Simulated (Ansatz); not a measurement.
`C[SiH](F)N[SiH](Cl)Cl` and `C[SiH](F)N[SiH](O)O` differ in one atom or group.

Ansatz, PBE0-D4/def2-TZVP geometries, multiplicity 1. Each molecule was computed in one conformer, which needn't be the lowest.

```tsv
property	`C[SiH](F)N[SiH](Cl)Cl`
HOMO–LUMO gap (ωB97M-V/def2-TZVPP) / eV	12.88
HOMO–LUMO gap (PBE/def2-TZVPP) / eV	6.47
LUMO energy (PBE/def2-TZVPP) / eV	-0.65
HOMO–LUMO gap (PBE0/def2-TZVPP) / eV	8.82
HOMO energy (B3LYP/def2-TZVPP) / eV	-8.27
size of the dipole moment (ωB97M-V/def2-TZVPP) / D	1.15
```

(1) What does the change do to each property? (Best estimate.)

Answers

(1) Computed: 
```tsv
property	`C[SiH](F)N[SiH](O)O`	shift
HOMO–LUMO gap (ωB97M-V/def2-TZVPP) / eV	12.44	-0.44
HOMO–LUMO gap (PBE/def2-TZVPP) / eV	6.45	-0.02
LUMO energy (PBE/def2-TZVPP) / eV	-0.24	0.41
HOMO–LUMO gap (PBE0/def2-TZVPP) / eV	8.72	-0.10
HOMO energy (B3LYP/def2-TZVPP) / eV	-7.87	0.40
size of the dipole moment (ωB97M-V/def2-TZVPP) / D	3.36	2.21
```

With PBE0 the HOMO rises by 0.42 eV and the LUMO rises by 0.33 eV, so the gap narrows by about 0.09 eV. PBE moves the HOMO by 0.43 eV and ωB97M-V by 0.39 eV. Dipoles are sizes alone; their direction can turn.

B3LYP here is the variant with VWN-RPA as its local correlation; programs differ in this.
